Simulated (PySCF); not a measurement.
SMILES N1[SiH]N[SiH2]N[SiH2]1 (H₈N₃Si₃), doublet, PBE0/def2-SVP optimised geometry.

```
14

N     -2.21    -1.15     1.46
Si    -1.15    -2.08     2.51
N      0.38    -1.24     2.60
Si     1.10    -0.29     1.33
N     -0.02    -0.34     0.00
Si    -1.76    -0.34     0.00
H     -3.19    -1.11     1.75
H     -1.77    -2.11     3.88
H      0.89    -1.35     3.47
H      2.40    -0.84     0.83
H      1.38     1.09     1.84
H      0.41    -0.48    -0.91
H     -2.18    -1.02    -1.27
H     -2.40     1.02     0.00
```

Density from unrestricted PBE0/def2-TZVP in PySCF at that geometry.

Minimum of the electron density along straight lines between bonded atoms, close to the bond critical point (lines longer than 1.1 times the sum of covalent radii, or with two minima, are not listed):

```
bond     length / Å  ρ at the minimum / e bohr⁻³  ∇²ρ there / e bohr⁻⁵  position (fraction from the first atom)
-------  ----------  ---------------------------  --------------------  ---------------------------------------
N1–Si2        1.751                        0.124                  0.49                                     0.60
Si2–N3        1.750                        0.124                  0.50                                     0.40
N3–Si4        1.739                        0.128                  0.52                                     0.60
Si4–N5        1.740                        0.128                  0.52                                     0.40
N1–Si6        1.737                        0.128                  0.53                                     0.60
N5–Si6        1.739                        0.128                  0.52                                     0.60
N1–H7         1.017                        0.326                 -1.56                                     0.74
Si2–H8        1.509                        0.117                  0.12                                     0.49
N3–H9         1.017                        0.326                 -1.55                                     0.74
Si4–H10       1.498                        0.120                   [?]                                     0.49
Si4–H11       1.499                        0.121                  0.13                                     0.49
N5–H12        1.016                        0.327                 -1.56                                     0.74
Si6–H13       1.499                        0.120                  0.13                                     0.49
Si6–H14       1.499                        0.121                  0.13                                     0.49
```

Task: Some entries are withheld; supply them.

Result: 
- Si4–H10, ∇²ρ there / e bohr⁻⁵: 0.14
